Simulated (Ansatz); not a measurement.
Cost and result up the ladder for the cluster Ag2Sn (3 atoms). Charge 0, multiplicity 1. Geometry: B3LYP-D4/def2-TZVP.

Cartesian coordinates in Å:
```
Ag -1.5703 -0.5044 -0.5400
Ag 0.8151 1.5279 -0.1138
Sn 0.7551 -1.0235 0.6537
```

Ansatz on 4 threads of Arm Neoverse V2 on a shared host. Times are rough, and most runs start from the orbitals of an earlier one. No level here is sound enough to serve as a yardstick. Binding counts from free atoms at the same level (Ag doublet, Sn triplet; other spins of the atoms weren't run), without zero-point energy or a counterpoise term.

In the def2 sets Ag, Sn take a core potential; there is no spin–orbit coupling. No other spin state of charge 0 was run. The structure comes from a short search, and lower isomers may exist.

Run but left out: B2PLYP/def2-TZVP (restricted singlet, unstable in another Hartree–Fock run and untested here); CCSD(T)/def2-TZVPP (restricted singlet, unstable towards broken spin symmetry).

```
                         level  functions  wall time  binding energy per atom (eV)                        remarks
PBE-D4/def2-TZVP (with forces)        130      1.4 s                          1.41  restricted SCF unstable in HF
             PBE0-D4/def2-TZVP        130      1.6 s                          1.22  restricted SCF unstable in HF
           r2SCAN-D4/def2-TZVP        130      2.8 s                          1.33  restricted SCF unstable in HF
          r2SCAN0-D4/def2-TZVP        130        3 s                          1.17  restricted SCF unstable in HF
```
